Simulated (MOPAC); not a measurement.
A run for MOPAC: AM1 on H4 chain, a point of a bond scan (R = 0.800 Å).

```
AM1 1SCF PRECISE CHARGE=0 THREADS=1
H4

H      0.00000000 1     0.00000000 1     0.00000000 1
H      0.00000000 1     0.00000000 1     0.80000000 1
H      0.00000000 1     0.00000000 1     1.60000000 1
H      0.00000000 1     0.00000000 1     2.40000000 1
```

Program output:

```
*******************************************************************************
 **                                                                           **
 **                              MOPAC v23.2.5                                **
 **                                                                           **
 *******************************************************************************
 ** MOPAC's Digital Object Identifier: https://doi.org/10.5281/zenodo.6511958 **
 **                                                                           **
 ** Please cite the open-source release paper for use of this MOPAC version:  **
 ** J. E. Moussa and J. J. P. Stewart (2026)                                  **
 ** MOPAC: An open-source semiempirical molecular orbital program             **
 ** J. Open Source Softw., 11(119), 8025, https://doi.org/10.21105/joss.08025 **
 *******************************************************************************

                              AM1 CALCULATION RESULTS

 *******************************************************************************
 *  AM1        - The AM1 Hamiltonian to be used
 *
 *
 *
 *                 CHARGE ON SYSTEM = 0
 *
 *
 *
 *  PRECISE    - TIGHTER CRITERIA TO BE USED
 *  1SCF       - DO 1 SCF AND THEN STOP
 *  THREADS=1  - MULTI-THREADING NOT USED
 *  T=         - A TIME OF 172800.0 SECONDS REQUESTED
 *  DUMP=N     - RESTART FILE WRITTEN EVERY 7200.0 SECONDS REQUESTED
 *******************************************************************************
AM1 1SCF PRECISE CHARGE=0 THREADS=1
 H4

   ATOM   CHEMICAL          X               Y               Z
  NUMBER   SYMBOL      (ANGSTROMS)     (ANGSTROMS)     (ANGSTROMS)

     1       H          0.00000000  *   0.00000000  *   0.00000000  *
     2       H          0.00000000  *   0.00000000  *   0.80000000  *
     3       H          0.00000000  *   0.00000000  *   1.60000000  *
     4       H          0.00000000  *   0.00000000  *   2.40000000  *



          CARTESIAN COORDINATES

    NO.       ATOM           X           Y           Z

     1         H          0.0000      0.0000      0.0000
     2         H          0.0000      0.0000      0.8000
     3         H          0.0000      0.0000      1.6000
     4         H          0.0000      0.0000      2.4000

  H: (AM1): M.J.S. DEWAR ET AL, J. AM. CHEM. SOC. 107 3902-3909 (1985)

           Empirical Formula: H4  =     4 atoms



      MOLECULAR POINT GROUP   :   D*h


      RHF CALCULATION, NO. OF DOUBLY OCCUPIED LEVELS = 2


 -------------------------------------------------------------------------------
 AM1 1SCF PRECISE CHARGE=0 THREADS=1
 H4



     1SCF WAS SPECIFIED, SO BFGS WAS NOT USED
     SCF FIELD WAS ACHIEVED


                              AM1 CALCULATION
                                                       MOPAC v23.2.5 Linux




          FINAL HEAT OF FORMATION =         32.18526 KCAL/MOL =     134.66312 KJ/MOL


          COSMO AREA              =         40.83 SQUARE ANGSTROMS
          COSMO VOLUME            =         21.61 CUBIC ANGSTROMS

          IONIZATION POTENTIAL    =         10.531693 EV
          HOMO LUMO ENERGIES (EV) =        -10.532  3.035
          NO. OF FILLED LEVELS    =          2
          MOLECULAR WEIGHT        =          4.0316         POINT GROUP:  D*h

          MOLECULAR DIMENSIONS (Angstroms)

            Atom       Atom       Distance
            H     4    H     1     2.40000
            H     4    H     1     0.00000
            H     1    H     2     0.00000


          SCF CALCULATIONS        =          1





   ATOM   CHEMICAL          X               Y               Z
  NUMBER   SYMBOL      (ANGSTROMS)     (ANGSTROMS)     (ANGSTROMS)

     1       H          0.00000000  *   0.00000000  *   0.00000000  *
     2       H          0.00000000  *   0.00000000  *   0.80000000  *
     3       H          0.00000000  *   0.00000000  *   1.60000000  *
     4       H          0.00000000  *   0.00000000  *   2.40000000  *

                             CARTESIAN COORDINATES

   1    H        0.000000000     0.000000000     0.000000000
   2    H        0.000000000     0.000000000     0.800000000
   3    H        0.000000000     0.000000000     1.600000000
   4    H        0.000000000     0.000000000     2.400000000


           Empirical Formula: H4  =     4 atoms



      MOLECULAR POINT GROUP   :   D*h


                  EIGENVALUES
 -18.67660 -10.53169   3.03488   5.45558


              NET ATOMIC CHARGES AND DIPOLE CONTRIBUTIONS

  ATOM NO.   TYPE          CHARGE      No. of ELECS.   s-Pop
    1          H          -0.082467        1.0825     1.08247
    2          H           0.082467        0.9175     0.91753
    3          H           0.082467        0.9175     0.91753
    4          H          -0.082467        1.0825     1.08247
 DIPOLE           X         Y         Z       TOTAL
 POINT-CHG.     0.000     0.000     0.000     0.000
 HYBRID         0.000     0.000     0.000     0.000
 SUM            0.000     0.000     0.000     0.000


          ATOMIC ORBITAL ELECTRON POPULATIONS

     Atom    s
    1  H   1.08247
    2  H   0.91753
    3  H   0.91753
    4  H   1.08247

 **********************
 *                    *
 * JOB ENDED NORMALLY *
 *                    *
 **********************




 == MOPAC DONE ==
```

The run finished.

Cost: roughly 0.04 core-seconds.
